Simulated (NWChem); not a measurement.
Program: NWChem. System: HB, charge 0, spin multiplicity 3, at the geometry of a parent with another charge or spin, in a state set for the comparison that need not be this species' ground state. Its SCF solution wasn't tested for a lower state. Level: UMP2/def2-TZVP, 1 core orbitals frozen.

The NWChem input:

```
start mol
memory heap 200 mb stack 900 mb global 1100 mb
geometry units angstroms nocenter noautoz
  B      0.000000     0.000000     0.208709
  H      0.000000     0.000000    -1.043544
  symmetry group C2v
end
basis spherical
  * library def2-tzvp
end
scf
  uhf
  nopen 2
  maxiter 100
  thresh 1e-7
  semidirect memsize 60000000 filesize 0
  # guess.movecs holds the orbitals of an unrestricted PBE0 run
  vectors input guess.movecs output mol.movecs
end
mp2
  freeze core 1
end
task mp2 energy
```

Output (cleaned and shortened):

```
             Northwest Computational Chemistry Package (NWChem) 7.3.0
             --------------------------------------------------------

                                NWChem Input Module
                                -------------------

 Scaling coordinates for geometry "geometry" by  1.889725989
 (inverse scale =  0.529177249)

 Turning off AUTOSYM since
 SYMMETRY directive was detected!

                             Geometry "geometry" -> ""
                             -------------------------

 Output coordinates in angstroms (scale by  1.889725989 to convert to a.u.)

  No.       Tag          Charge          X              Y              Z
 ---- ---------------- ---------- -------------- -------------- --------------
    1 B                    5.0000     0.00000000     0.00000000     0.20870900
    2 H                    1.0000     0.00000000     0.00000000    -1.04354400

 Effective nuclear repulsion energy (a.u.)       2.1129007038

            Nuclear Dipole moment (a.u.)
            ----------------------------
        X                 Y               Z
 ---------------- ---------------- ----------------
     0.0000000000     0.0000000000     0.0000018897

      Symmetry information
      --------------------

 Group name             C2v
 Group number             16
 Group order               4
 No. of unique centers     2

      Symmetry unique atoms

     1    2


 Summary of "ao basis" -> "" (spherical)
 ------------------------------------------------------------------------------
       Tag                 Description            Shells   Functions and Types
 ---------------- ------------------------------  ------  ---------------------
 *                         def2-tzvp                  on all atoms

 Summary of "ao basis" -> "ao basis" (spherical)
 ------------------------------------------------------------------------------
       Tag                 Description            Shells   Functions and Types
 ---------------- ------------------------------  ------  ---------------------
 B                         def2-tzvp                11       31   5s3p2d1f
 H                         def2-tzvp                 4        6   3s1p

                                 NWChem SCF Module
                                 -----------------

  ao basis        = "ao basis"
  functions       =    37
  atoms           =     2
  alpha electrons =     4
  beta  electrons =     2
  charge          =   0.00
  wavefunction    = UHF
  use symmetry    = T
  symmetry adapt  = T

 Summary of "ao basis" -> "ao basis" (spherical)
 ------------------------------------------------------------------------------
       Tag                 Description            Shells   Functions and Types
 ---------------- ------------------------------  ------  ---------------------
 B                         def2-tzvp                11       31   5s3p2d1f
 H                         def2-tzvp                 4        6   3s1p

      Symmetry analysis of basis
      --------------------------

        a1         18
        a2          3
        b1          8
        b2          8

 Forming initial guess at       0.0s

   Symmetry analysis of molecular orbitals - initial alpha
   -------------------------------------------------------

  Numbering of irreducible representations:

     1 a1          2 a2          3 b1          4 b2

  Orbital symmetries:

     1 a1          2 a1          3 a1          4 b2          5 b1
     6 a1          7 a1          8 a1          9 b2         10 b1
[...]
 -----------   ------   -------------------------------------------------------
    1 B    5     5.08   0.92  1.06  0.51  0.68  0.11  0.70  0.84  0.23  0.01  0.01  0.00
    2 H    1     0.92   0.23  0.49  0.19  0.01

  Mulliken analysis of the alpha density
  --------------------------------------

    Atom       Charge   Shell Charges
 -----------   ------   -------------------------------------------------------
    1 B    5     3.50   0.46  0.53  0.35  0.47  0.08  0.62  0.76  0.22  0.00  0.01  0.00
    2 H    1     0.50   0.13  0.27  0.09  0.01

   Mulliken analysis of the beta density
   -------------------------------------

    Atom       Charge   Shell Charges
 -----------   ------   -------------------------------------------------------
    1 B    5     1.58   0.45  0.54  0.16  0.21  0.03  0.08  0.08  0.01  0.00  0.01  0.00
    2 H    1     0.42   0.10  0.22  0.10  0.00

   Mulliken analysis of the spin density
   -------------------------------------

    Atom       Charge   Shell Charges
 -----------   ------   -------------------------------------------------------
    1 B    5     1.92   0.01 -0.01  0.19  0.26  0.04  0.54  0.68  0.22 -0.00 -0.00  0.00
    2 H    1     0.08   0.02  0.05 -0.00  0.00

       Multipole analysis of the density wrt the origin
       ------------------------------------------------

     L   x y z        total         alpha         beta         nuclear
     -   - - -        -----         -----         ----         -------
     0   0 0 0     -0.000000     -4.000000     -2.000000      6.000000

     1   1 0 0     -0.000000     -0.000000      0.000000      0.000000
     1   0 1 0      0.000000      0.000000      0.000000      0.000000
     1   0 0 1     -0.040330     -0.828317      0.787985      0.000002

     2   2 0 0     -4.473591     -3.381112     -1.092479      0.000000
     2   1 1 0      0.000000      0.000000      0.000000      0.000000
     2   1 0 1     -0.000000     -0.000000     -0.000000      0.000000
     2   0 2 0     -7.002940     -5.984728     -1.018212      0.000000
     2   0 1 1     -0.000000     -0.000000     -0.000000      0.000000
     2   0 0 2     -5.632993     -7.555270     -2.744324      4.666600

                   NWChem MP2 Semi-direct Energy/Gradient Module
                   ---------------------------------------------

  Basis functions       =     37
  Molecular orbitals    =     37
  Frozen core           =      1
  Frozen virtuals       =      0
  Active alpha occupied =      3
  Active beta occupied  =      1
  Active alpha virtual  =     33
  Active beta virtual   =     35
  Use MO symmetry       = T
  Use skeleton AO sym   = T

  AO/Fock/Back tols     =   1.0D-09  1.0D-09  1.0D-09

 GA uses MA = F    GA memory limited = T

 Available:
  local mem=  1.26D+08
 global mem=  1.44D+08
 local disk=  0.00D+00
  mp2_memr nvloc                    33
  nvloc new                    33
   1 passes of   3:        3145728                       7740                    239027.
   1 passes of   3: M    126154108           G      144176462           F     123008380.

 Semi-direct pass number   1 of   1  for UHF alpha       at        0.1s
  vrange nnbf                   703
  mp2_eaftype                    10  avail_ma_in_mb                  1099
 EAF : mp2_eaftype filesize          10     119513.
  mp2_eaf for mointskh                     10
Node 0 wrote      0.6 Mb in      0.0 s     Agg I/O rate:  3144.2 Mb/s
 Done moints_semi at        0.2s
  mp2_eaftype                    10  avail_ma_in_mb                  1089
 EAF : mp2_eaftype filesize          10     119513.
  mp2_eaf for kh                    10
 Done maket at        0.2s
 Done multipass loop at        0.2s

 GA uses MA = F    GA memory limited = T

 Available:
  local mem=  1.26D+08
 global mem=  1.44D+08
 local disk=  0.00D+00
  mp2_memr nvloc                    35
  nvloc new                    35
   1 passes of   1:        3145728                       4542                     86054.
   1 passes of   1: M    126154108           G      144176462           F     123008380.

 Semi-direct pass number   1 of   1  for UHF beta        at        0.2s
  vrange nnbf                   703
  mp2_eaftype                    10  avail_ma_in_mb                  1099
 EAF : mp2_eaftype filesize          10      43027.
  mp2_eaf for mointskh                     10
Node 0 wrote      0.2 Mb in      0.0 s     Agg I/O rate:  3309.8 Mb/s
 Done moints_semi at        0.3s
  mp2_eaftype                    10  avail_ma_in_mb                  1089
 EAF : mp2_eaftype filesize          10      43027.
  mp2_eaf for kh                    10
 Done maket at        0.3s
 Done multipass loop at        0.3s

          -------------------------------------------
          SCF energy                 -25.114780235477
          Correlation energy          -0.048253009719
          Singlet pairs                0.000000000000
          Triplet pairs                0.000000000000
          Total MP2 energy           -25.163033245197
          -------------------------------------------

          ---------------------------------------------------
                    Spin Component Scaled (SCS) MP2
          Same spin pairs                     -0.009431989360
          Same spin scaling factor             0.333333333333
          Opposite spin pairs                 -0.038821020359
          Opposite spin scaling fact.          1.200000000000
          SCS-MP2 correlation energy          -0.049729220884
          Total SCS-MP2 energy               -25.164509456361
          ---------------------------------------------------

 -----------------------
 Performance information
 -----------------------

 Timer overhead =  1.54D-07 seconds/call

               Nr. of calls         CPU time (s)                 Wall time (s)                GFlops
             ---------------    -------------------     ------------------------------   -------------------
Name         Min   Avg   Max    Min     Avg     Max     Min     Avg     Max   Mx/calls   Min     Max     Sum
mp2: moin     2     2     2   0.16    0.16    0.16     0.16    0.16    0.16    8.11E-2   0.0     0.0     0.0
mp2: make     2     2     2   3.07E-3 3.07E-3 3.07E-3  3.07E-3 3.07E-3 3.07E-3 1.54E-3   0.0     0.0     0.0
mp2: tota     1     1     1   0.20    0.20    0.20     0.20    0.20    0.20    0.20      0.0     0.0     0.0

 The average no. of pstat calls per process was 5.00D+00
 with a timing overhead of 7.71D-07s

 Task  times  cpu:        0.3s     wall:        0.3s

 Total times  cpu:        0.3s     wall:        0.3s
```
